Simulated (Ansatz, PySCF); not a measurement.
C₄H₄F₂, SMILES C(C=C(F)F)=C. Atoms are numbered in the order given.

```xyz
10

C      0.1511    -2.7356     0.0000
C     -0.3088    -1.4770     0.0000
C      0.5370    -0.2993     0.0000
C      0.0646     0.9488     0.0000
F      0.8087     2.0255     0.0000
F     -1.2065     1.2694     0.0000
H      1.2234    -2.9532     0.0000
H     -0.5323    -3.5872     0.0000
H     -1.3898    -1.3015     0.0000
H      1.6236    -0.4065     0.0000
```

Geometry optimised at PBE0-D3(BJ)/def2-SVP. One conformer was computed; it need not be the lowest.

Two levels are set side by side: PBE-D3(BJ)/def2-SVP (Ansatz, an electronic-structure program) and PBE0-D3(BJ)/def2-SVP (Ansatz). Each level has its own optimised geometry; the coordinates shown are those of the second. Frequencies come from the Hessian of PySCF at each geometry. Differences are taken from unrounded values.

```json
[
 {"quantity": "mean bond length (Å)", "PBE0-D3(BJ)": "1.235"},
 {"quantity": "bond C1–C2 (Å)", "PBE0-D3(BJ)": "1.340"},
 {"quantity": "bond C2–C3 (Å)", "PBE0-D3(BJ)": "1.450"},
 {"quantity": "bond C3–C4 (Å)", "PBE0-D3(BJ)": "1.335"},
 {"quantity": "bond C4–F5 (Å)", "PBE0-D3(BJ)": "1.309"},
 {"quantity": "bond C4–F6 (Å)", "PBE0-D3(BJ)": "1.311"},
 {"quantity": "bond C1–H7 (Å)", "PBE0-D3(BJ)": "1.094"},
 {"quantity": "bond C1–H8 (Å)", "PBE0-D3(BJ)": "1.092"},
 {"quantity": "bond C2–H9 (Å)", "PBE0-D3(BJ)": "1.095"},
 {"quantity": "bond C3–H10 (Å)", "PBE0-D3(BJ)": "1.092"},
 {"quantity": "highest harmonic wavenumber (cm⁻¹)", "PBE0-D3(BJ)": "3275"},
 {"quantity": "mean harmonic wavenumber (cm⁻¹)", "PBE0-D3(BJ)": "1297"},
 {"quantity": "zero-point energy (kcal/mol)", "PBE0-D3(BJ)": "44.49"}
]
```

Question: What does PBE-D3(BJ) give, and how far is it from PBE0-D3(BJ)? (Estimate from the structure and the level; the computed values follow.)

Answer: 
```json
[
 {"quantity": "mean bond length (Å)", "PBE-D3(BJ)": "1.245", "PBE-D3(BJ) minus PBE0-D3(BJ)": "0.010"},
 {"quantity": "bond C1–C2 (Å)", "PBE-D3(BJ)": "1.353", "PBE-D3(BJ) minus PBE0-D3(BJ)": "0.013"},
 {"quantity": "bond C2–C3 (Å)", "PBE-D3(BJ)": "1.451", "PBE-D3(BJ) minus PBE0-D3(BJ)": "0.001"},
 {"quantity": "bond C3–C4 (Å)", "PBE-D3(BJ)": "1.349", "PBE-D3(BJ) minus PBE0-D3(BJ)": "0.015"},
 {"quantity": "bond C4–F5 (Å)", "PBE-D3(BJ)": "1.324", "PBE-D3(BJ) minus PBE0-D3(BJ)": "0.015"},
 {"quantity": "bond C4–F6 (Å)", "PBE-D3(BJ)": "1.327", "PBE-D3(BJ) minus PBE0-D3(BJ)": "0.016"},
 {"quantity": "bond C1–H7 (Å)", "PBE-D3(BJ)": "1.102", "PBE-D3(BJ) minus PBE0-D3(BJ)": "0.008"},
 {"quantity": "bond C1–H8 (Å)", "PBE-D3(BJ)": "1.100", "PBE-D3(BJ) minus PBE0-D3(BJ)": "0.008"},
 {"quantity": "bond C2–H9 (Å)", "PBE-D3(BJ)": "1.103", "PBE-D3(BJ) minus PBE0-D3(BJ)": "0.008"},
 {"quantity": "bond C3–H10 (Å)", "PBE-D3(BJ)": "1.100", "PBE-D3(BJ) minus PBE0-D3(BJ)": "0.008"},
 {"quantity": "highest harmonic wavenumber (cm⁻¹)", "PBE-D3(BJ)": "3182", "PBE-D3(BJ) minus PBE0-D3(BJ)": "-92"},
 {"quantity": "mean harmonic wavenumber (cm⁻¹)", "PBE-D3(BJ)": "1250", "PBE-D3(BJ) minus PBE0-D3(BJ)": "-47"},
 {"quantity": "zero-point energy (kcal/mol)", "PBE-D3(BJ)": "42.88", "PBE-D3(BJ) minus PBE0-D3(BJ)": "-1.61"}
]
```

Exact exchange shortens and stiffens bonds; PBE has none. Differences between two approximate levels are no errors against the true value.
